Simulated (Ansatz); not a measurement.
```yaml
crystal:
  periodic: [false, false, false]
  atoms:
    - {symbol: F, position_ang: [-0.255155, -2.719762, 1.375876]}
    - {symbol: Al, position_ang: [-0.277783, -1.260133, 0.623583]}
    - {symbol: N, position_ang: [0.911597, -0.081330, 0.072742]}
    - {symbol: Si, position_ang: [-0.572379, 0.749166, -0.424407]}
    - {symbol: H, position_ang: [1.869239, 0.218279, -0.036482]}
    - {symbol: H, position_ang: [-0.856947, 2.058494, 0.231581]}
    - {symbol: H, position_ang: [-0.757372, 0.967286, -1.888594]}
basis:
  gaussian: {orbitals: def2-mTZVP}
total_charge: -2
hamiltonian: {xc: {name: r2SCAN}}
scf: {lower_state_search: light}
output: {forces: true}
```

```sh
$ ansatz run in.yaml --threads 2 --pin off --events-out ev --progress --plain --max-ram 4352MiB
```

Output, abridged:

```
Functional definition: r2SCAN
  name "r2SCAN"
  cite "Furness, Kaplan, Ning, Perdew & Sun, J. Phys. Chem. Lett. 11, 8208 (2020) doi:10.1021/acs.jpclett.0c02405"
  cite "Furness, Kaplan, Ning, Perdew & Sun, J. Phys. Chem. Lett. 11, 9248 (2020) doi:10.1021/acs.jpclett.0c03077"
  parent r2scan
  parameter k0 = 0.174
  parameter k1 = 0.065
  parameter a1 = 4.9479
  exchange = r2scan_x(k0 = k0, k1 = k1, a1 = a1)
  correlation = r2scan_c
858 factors; their error is unknown
mean field evaluation 1: about -18712.0386 eV, gradient 7.9e1 eV
mean field evaluation 2: about -18660.2379 eV, gradient 1.6e2 eV
mean field evaluation 4: about -18720.8607 eV, gradient 4.1e1 eV
mean field evaluation 8: about -18725.2571 eV, gradient 2.7e-1 eV
mean field evaluation 16: about -18725.2373 eV, gradient 7.4e-4 eV
mean field -18725.23728237 eV, -688.1397777053 hartree, gradient 4.4e-5 eV, S^2 0.000000; 2 other end points of the search recorded, 0 dependent functions left out
the calculation of the forces begins
reference -18725.23729439 eV, -688.1397781470 hartree; 24, 24 occupied and 67, 67 virtual orbitals, 858 factors
Total energy: -18725.23729439 eV, -688.1397781470 hartree
Atom 0 at    -0.255155    -2.719762     1.375876 Å, force     0.352508    -2.464749     1.285064 eV/Å
Atom 1 at    -0.277783    -1.260133     0.623583 Å, force    -0.706179    -1.240708     0.605482 eV/Å
Atom 2 at     0.911597    -0.081330     0.072742 Å, force     0.413791     0.597262    -0.287998 eV/Å
Atom 3 at    -0.572379     0.749166    -0.424407 Å, force    -0.712110     1.783660    -0.951469 eV/Å
Atom 4 at     1.869239     0.218279    -0.036482 Å, force     0.244391     0.226431    -0.105056 eV/Å
Atom 5 at    -0.856947     2.058494     0.231581 Å, force     0.185248     0.752227     0.121726 eV/Å
Atom 6 at    -0.757372     0.967286    -1.888594 Å, force     0.222351     0.345878    -0.667749 eV/Å
Dipole moment:     0.419065    -0.264781     0.155943 e Å
```

(1) Something in this input is off. What?

Answers

(1) The charge is far from anything that the molecule holds. The calculation finished and met its thresholds. The result belongs to that input, not to the molecule as meant.
